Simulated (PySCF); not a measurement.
CH4ClNOSi2, SMILES C1O[Si@@H]([SiH2]N=1)Cl.

Geometry: PBE0-D3(BJ)/def2-SVP. The structure was generated by enumeration; whether it is a known compound was not checked.

Computed with PBE0-D3(BJ)/def2-SVP in PySCF.

Frequencies are harmonic and unscaled.

Computed normal modes with their intensities:
```tsv
mode	ν (cm⁻¹)	IR (km/mol)	moving atoms (share of kinetic energy)
1	86	2.0	Cl 32 %, N 29 %, Si 15 %, O 13 %
2	129	1.4	Si 41 %, Cl 26 %, H 19 %
3	232	2.2	O 38 %, Cl 21 %, Si 13 %, N 11 %, H 11 %
4	353	13.8	Si 40 %, N 17 %, O 17 %, H 14 %
5	382	12.0	H 35 %, O 21 %, C 19 %, N 14 %, Si 10 %
6	414	29.0	Si 61 %, H 23 %, Cl 9 %
7	503	16.5	H 59 %, Si 36 %
8	574	66.2	Si 53 %, Cl 32 %, H 9 %
9	666	33.1	H 57 %, Si 21 %, O 10 %, N 10 %
10	704	26.8	H 77 %, N 12 %
11	712	6.1	H 26 %, O 25 %, Si 20 %, N 15 %, C 14 %
12	727	65.6	Si 35 %, C 21 %, O 20 %, H 17 %
13	741	30.9	H 55 %, N 30 %
14	810	128.2	H 89 %, Si 9 %
15	863	109.5	H 36 %, O 24 %, N 23 %, Si 11 %
16	932	114.5	H 95 %
17	1007	2.3	H 61 %, C 35 %
18	1172	317.3	C 47 %, O 41 %
19	1378	2.1	H 88 %
20	1719	306.2	C 54 %, N 42 %
21	2249	78.7	H 97 %
22	2264	67.4	H 96 %
23	2284	94.0	H 96 %
24	3145	29.2	H 92 %, C 8 %
```
